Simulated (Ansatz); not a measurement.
Geometry optimisation of Hg4S3.

```yaml
crystal:
  periodic: [false, false, false]
  atoms:
    - {symbol: Hg, position_ang: [-1.599860, -2.254980, -1.015240]}
    - {symbol: Hg, position_ang: [-0.898830, 1.945550, -2.788860]}
    - {symbol: Hg, position_ang: [1.743240, 1.548180, 2.439390]}
    - {symbol: Hg, position_ang: [0.476600, -0.783840, -2.362710]}
    - {symbol: S, position_ang: [-0.118860, -0.930460, 1.328470]}
    - {symbol: S, position_ang: [-0.976930, 0.634370, 2.182240]}
    - {symbol: S, position_ang: [1.374630, -0.158820, 0.216700]}
basis:
  gaussian: {orbitals: def2-SVP}
hamiltonian: {xc: r2scan, dispersion: d4}
scf: {lower_state_search: "off"}
output: {orbitals: {seedname: orbitals}}
relax: {f_tol: 0.02, max_steps: 100}
```

```sh
$ ansatz run in.yaml --threads 4 --pin off --events-out ev --progress --plain --max-ram 4787MiB
```

Shortened log:

```
Functional definition: r2SCAN
mean field -49210.02301320 eV, -1808.4349899833 hartree, gradient 3.3e-6 eV, S^2 0.000000; 0 other end points of the search recorded, 0 dependent functions left out
relax step   1: F+E_penalty+E_count = -49210.15035272 eV  Δ(F+E_penalty+E_count) = +0.000e0 eV  max|allowed force component| = 7.387e-1 eV/Å  Δτ_max = 0.0000 Å  (22 SCF iters, accepted)
mean field -49210.15167321 eV, -1808.4397181518 hartree, gradient 1.5e-6 eV, S^2 0.000000; 0 other end points of the search recorded, 0 dependent functions left out
relax step   2: F+E_penalty+E_count = -49210.27677213 eV  Δ(F+E_penalty+E_count) = -1.264e-1 eV  max|allowed force component| = 5.139e-1 eV/Å  Δτ_max = 0.1422 Å  (30 SCF iters, accepted)
mean field -49210.25628255 eV, -1808.4435624740 hartree, gradient 6.6e-6 eV, S^2 0.000000; 0 other end points of the search recorded, 0 dependent functions left out
relax step   3: F+E_penalty+E_count = -49210.38029925 eV  Δ(F+E_penalty+E_count) = -1.035e-1 eV  max|allowed force component| = 4.345e-1 eV/Å  Δτ_max = 0.1322 Å  (24 SCF iters, accepted)
mean field -49210.30059609 eV, -1808.4451909666 hartree, gradient 2.5e-6 eV, S^2 0.000000; 0 other end points of the search recorded, 0 dependent functions left out
relax step   4: F+E_penalty+E_count = -49210.42597129 eV  Δ(F+E_penalty+E_count) = -4.567e-2 eV  max|allowed force component| = 5.918e-1 eV/Å  Δτ_max = 0.1965 Å  (28 SCF iters, accepted)
mean field -49210.32610130 eV, -1808.4461282657 hartree, gradient 1.7e-6 eV, S^2 0.000000; 0 other end points of the search recorded, 0 dependent functions left out
relax step   5: F+E_penalty+E_count = -49210.45233915 eV  Δ(F+E_penalty+E_count) = -2.637e-2 eV  max|allowed force component| = 1.169e-1 eV/Å  Δτ_max = 0.0767 Å  (24 SCF iters, accepted)
mean field -49210.34209993 eV, -1808.4467162046 hartree, gradient 3.8e-6 eV, S^2 0.000000; 0 other end points of the search recorded, 0 dependent functions left out
relax step   6: F+E_penalty+E_count = -49210.47112928 eV  Δ(F+E_penalty+E_count) = -1.879e-2 eV  max|allowed force component| = 4.089e-2 eV/Å  Δτ_max = 0.2000 Å  (22 SCF iters, accepted)
mean field -49210.34796479 eV, -1808.4469317340 hartree, gradient 2.9e-6 eV, S^2 0.000000; 0 other end points of the search recorded, 0 dependent functions left out
relax step   7: F+E_penalty+E_count = -49210.47925305 eV  Δ(F+E_penalty+E_count) = -8.124e-3 eV  max|allowed force component| = 1.510e-1 eV/Å  Δτ_max = 0.1950 Å  (22 SCF iters, accepted)
mean field -49210.35095388 eV, -1808.4470415811 hartree, gradient 2.4e-6 eV, S^2 0.000000; 0 other end points of the search recorded, 0 dependent functions left out
relax step   8: F+E_penalty+E_count = -49210.48433362 eV  Δ(F+E_penalty+E_count) = -5.081e-3 eV  max|allowed force component| = 2.039e-1 eV/Å  Δτ_max = 0.1925 Å  (22 SCF iters, accepted)
mean field -49210.35796849 eV, -1808.4472993635 hartree, gradient 1.5e-6 eV, S^2 0.000000; 0 other end points of the search recorded, 0 dependent functions left out
relax step   9: F+E_penalty+E_count = -49210.49259888 eV  Δ(F+E_penalty+E_count) = -8.265e-3 eV  max|allowed force component| = 6.286e-2 eV/Å  Δτ_max = 0.1511 Å  (23 SCF iters, accepted)
mean field -49210.36710527 eV, -1808.4476351337 hartree, gradient 5.4e-6 eV, S^2 0.000000; 0 other end points of the search recorded, 0 dependent functions left out
relax step  10: F+E_penalty+E_count = -49210.50315437 eV  Δ(F+E_penalty+E_count) = -1.056e-2 eV  max|allowed force component| = 1.293e-1 eV/Å  Δτ_max = 0.1980 Å  (24 SCF iters, accepted)
mean field -49210.38530101 eV, -1808.4483038150 hartree, gradient 9.3e-6 eV, S^2 0.000000; 0 other end points of the search recorded, 0 dependent functions left out
relax step  11: F+E_penalty+E_count = -49210.52244443 eV  Δ(F+E_penalty+E_count) = -1.929e-2 eV  max|allowed force component| = 1.610e-1 eV/Å  Δτ_max = 0.1973 Å  (23 SCF iters, accepted)
mean field -49210.40722134 eV, -1808.4491093721 hartree, gradient 7.3e-6 eV, S^2 0.000000; 0 other end points of the search recorded, 0 dependent functions left out
relax step  12: F+E_penalty+E_count = -49210.54507709 eV  Δ(F+E_penalty+E_count) = -2.263e-2 eV  max|allowed force component| = 6.083e-2 eV/Å  Δτ_max = 0.1972 Å  (24 SCF iters, accepted)
mean field -49210.43010885 eV, -1808.4499504729 hartree, gradient 7.1e-6 eV, S^2 0.000000; 0 other end points of the search recorded, 0 dependent functions left out
relax step  13: F+E_penalty+E_count = -49210.56840290 eV  Δ(F+E_penalty+E_count) = -2.333e-2 eV  max|allowed force component| = 6.165e-2 eV/Å  Δτ_max = 0.1970 Å  (24 SCF iters, accepted)
mean field -49210.46010187 eV, -1808.4510526960 hartree, gradient 8.1e-6 eV, S^2 0.000000; 0 other end points of the search recorded, 0 dependent functions left out
relax step  14: F+E_penalty+E_count = -49210.59554427 eV  Δ(F+E_penalty+E_count) = -2.714e-2 eV  max|allowed force component| = 6.640e-2 eV/Å  Δτ_max = 0.1927 Å  (24 SCF iters, accepted)
mean field -49210.48872744 eV, -1808.4521046660 hartree, gradient 4.4e-6 eV, S^2 0.000000; 0 other end points of the search recorded, 0 dependent functions left out
relax step  15: F+E_penalty+E_count = -49210.62171176 eV  Δ(F+E_penalty+E_count) = -2.617e-2 eV  max|allowed force component| = 9.705e-2 eV/Å  Δτ_max = 0.1973 Å  (23 SCF iters, accepted)
mean field -49210.49708328 eV, -1808.4524117377 hartree, gradient 6.7e-6 eV, S^2 0.000000; 0 other end points of the search recorded, 0 dependent functions left out
relax step  16: F+E_penalty+E_count = -49210.62996518 eV  Δ(F+E_penalty+E_count) = -8.253e-3 eV  max|allowed force component| = 1.051e-1 eV/Å  Δτ_max = 0.1958 Å  (24 SCF iters, accepted)
mean field -49210.48538289 eV, -1808.4519817560 hartree, gradient 1.9e-6 eV, S^2 0.000000; 0 other end points of the search recorded, 0 dependent functions left out
relax step  17: F+E_penalty+E_count = -49210.61937189 eV  Δ(F+E_penalty+E_count) = +1.059e-2 eV  max|allowed force component| = 2.093e-1 eV/Å  Δτ_max = 0.2000 Å  (30 SCF iters, rejected (line search))
mean field -49210.50498212 eV, -1808.4527020145 hartree, gradient 4.5e-6 eV, S^2 0.000000; 0 other end points of the search recorded, 0 dependent functions left out
relax step  18: F+E_penalty+E_count = -49210.63772066 eV  Δ(F+E_penalty+E_count) = -7.755e-3 eV  max|allowed force component| = 7.743e-2 eV/Å  Δτ_max = 0.0961 Å  (23 SCF iters, accepted)
mean field -49210.44043542 eV, -1808.4503299671 hartree, gradient 8.8e-6 eV, S^2 0.000000; 0 other end points of the search recorded, 0 dependent functions left out
relax step  19: F+E_penalty+E_count = -49210.57388821 eV  Δ(F+E_penalty+E_count) = +6.383e-2 eV  max|allowed force component| = 4.957e-1 eV/Å  Δτ_max = 0.1000 Å  (23 SCF iters, rejected (line search))
mean field -49210.50706069 eV, -1808.4527784008 hartree, gradient 1.5e-6 eV, S^2 0.000000; 0 other end points of the search recorded, 0 dependent functions left out
relax step  20: F+E_penalty+E_count = -49210.64007470 eV  Δ(F+E_penalty+E_count) = -2.354e-3 eV  max|allowed force component| = 3.423e-2 eV/Å  Δτ_max = 0.0500 Å  (24 SCF iters, accepted)
mean field -49210.50754584 eV, -1808.4527962294 hartree, gradient 2.1e-6 eV, S^2 0.000000; 0 other end points of the search recorded, 0 dependent functions left out
relax step  21: F+E_penalty+E_count = -49210.64048904 eV  Δ(F+E_penalty+E_count) = -4.143e-4 eV  max|allowed force component| = 1.300e-2 eV/Å  Δτ_max = 0.0119 Å  (25 SCF iters, accepted)
Total energy: -49210.64050395 eV, -1808.4576823502 hartree
Atom 0 at    -1.840947    -1.700521    -1.350234 Å, force    -0.001011     0.002649    -0.003920 eV/Å
Atom 1 at    -1.212352     1.450323    -1.290603 Å, force    -0.000451    -0.000493    -0.003085 eV/Å
Atom 2 at     1.804902     2.090422     2.350734 Å, force     0.001507     0.001935     0.003183 eV/Å
Atom 3 at     1.076817    -1.643892    -2.736051 Å, force    -0.000762     0.000362     0.001232 eV/Å
Atom 4 at    -0.098337    -0.767793     1.194014 Å, force     0.006765     0.008701     0.011173 eV/Å
Atom 5 at    -1.178947     0.789115     1.752461 Å, force     0.006955    -0.010999    -0.008489 eV/Å
Atom 6 at     1.448856    -0.217654     0.079669 Å, force    -0.013002    -0.002155    -0.000093 eV/Å
Dipole moment:    -0.117749    -0.134396    -0.222471 e Å
Checks for a lower state left out: stability, starts, cluster_reference, orbital_swaps, neighbouring_geometries, increment
```

It took 1.7 min on 4 threads of Arm Neoverse V2 on a shared host.

In the def2 sets Hg takes a core potential; there is no spin–orbit coupling. The structure comes from a short search, and lower isomers may exist.
